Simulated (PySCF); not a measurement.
**Correlation energy of Sc³⁺ (scandium, charge +3)**

[Ar], closed-shell 1S. All numbers are calculated (PySCF 2.14, the spin-free X2C one-electron Hamiltonian (Gaussian nucleus), in x2c-QZVPPall). Frozen: [Ne]; 8 electrons correlated.

| level | correlation energy (mhartree) |
| --- | --- |
| CCSD | -229.66 |
| (T) | -5.07 |
| CCSD(T) | -234.73 |

Diagnostics: T1 = 0.00036, D1 = 0.0006, largest double amplitude 0.040.

Is a single reference adequate?

Yes: T1 lies below 0.03 and no double amplitude reaches 0.07.

This basis was not built for core-valence correlation, so the inner-shell part is incomplete.
